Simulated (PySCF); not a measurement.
Sn(OH)(OEt)(NH2)2, SMILES CC[O][Sn]([NH2])([NH2])[OH] (C₂H₁₀N₂O₂Sn), singlet (GFN2-xTB optimised geometry):

```
17

C     -0.543    -0.549    -3.532
C     -0.494    -1.880    -2.804
O     -1.095    -1.845    -1.537
Sn    -0.407    -0.821     0.000
N     -1.154     1.062     0.000
N      1.609    -0.821     0.000
O     -1.059    -1.819     1.543
H     -1.569    -0.201    -3.605
H      0.038     0.190    -2.981
H     -0.128    -0.654    -4.530
H      0.543    -2.224    -2.734
H     -1.067    -2.631    -3.359
H     -1.471     1.312     0.931
H     -1.972     1.120    -0.599
H      1.972     0.125     0.051
H      1.965    -1.312     0.814
H     -1.525    -2.622     1.306
```

Level of theory: B3LYP/def2-SVP, def2 effective core potentials past Kr in PySCF.

### Question
What are the frontier orbital energies and the dipole moment?

### Answer
HOMO-2 -7.30 eV, HOMO-1 -7.20 eV, HOMO -6.96 eV, LUMO -0.71 eV, LUMO+1 1.17 eV; dipole moment 0.69 D.

On the same geometry PySCF with PBE/def2-SVP, def2 effective core potentials past Kr gives HOMO-2 -5.99 eV, HOMO-1 -5.91 eV, HOMO -5.68 eV, LUMO -1.35 eV, LUMO+1 0.58 eV; dipole moment 0.67 D.
